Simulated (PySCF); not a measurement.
A compound of formula C32H18N2 has these computed shifts in ppm, with the number of atoms in brackets (GIAO PBE/pcSseg-1, gas phase, PySCF SCF with an in-house response code, fitting set def2-universal-JFIT, grid level 2, non-relativistic, geometry: GFN2-xTB; 13C, 1H against isolated TMS; 15N against isolated NH3).

15N: 324.9 (1), 324.9 (1)
1H: 8.99 (1), 8.96 (1), 8.65 (1), 8.58 (1), 8.58 (1), 8.40 (1), 8.17 (1), 8.16 (1), 8.09 (1), 8.06 (1), 8.04 (1), 7.92 (1), 7.75 (1), 7.73 (1), 7.52 (1), 7.45 (1), 7.34 (1), 7.30 (1)
13C: 149.7 (1), 149.2 (1), 147.0 (1), 146.3 (1), 145.3 (1), 145.2 (1), 144.3 (1), 143.9 (1), 143.8 (1), 143.4 (1), 142.2 (1), 142.1 (1), 142.0 (1), 142.0 (1), 142.0 (1), 141.4 (1), 140.5 (1), 140.4 (1), 132.2 (1), 132.1 (1), 131.1 (1), 131.0 (1), 129.8 (1), 129.7 (1), 129.7 (1), 129.4 (1), 127.3 (1), 126.8 (1), 120.4 (1), 120.4 (1), 103.7 (1), 103.4 (1)

Q: Which structure gave them?

A: N#Cc1cc(-c2cc(-c3cc(C#N)c4cccccc3-4)c3cccccc2-3)c2cccccc1-2. Other isomers were not compared.
